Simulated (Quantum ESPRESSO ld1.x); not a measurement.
These are the eigenvalues of the occupied orbitals of an atom or ion with whole-number occupations (eV). Calculated with ld1.x of Quantum ESPRESSO 7.5: Dirac Kohn-Sham, LDA (Slater exchange, VWN5 correlation), spin-unpolarised, spherical densities, point nucleus.

orbital  eigenvalue
1s1/2      -25307.0
2s1/2      -3745.53
2p1/2      -3484.39
2p3/2      -3309.33
3s1/2      -704.845
3p1/2      -600.842
3p3/2      -569.942
3d3/2      -385.100
3d5/2      -378.870
4s1/2      -117.594
4p1/2      -84.6671
4p3/2      -79.4596
4d3/2      -29.5268
4d5/2      -28.9041

Which element is it, and in what charge state? The configuration may be excited. Open shells, if any, are shared by 2j + 1.

Answer. Z = 47, silver, charge +2: Ag2+ in [Kr] 4d9. The list shows which subshells hold electrons but not how many an open one holds; the 1s level, -930.01 hartree, gives Z - s = 43.1 by -(Z - s)^2/2, which with screening and relativity narrows Z to a few neighbours, and the depths of the outer levels then fix element, charge and occupations together.
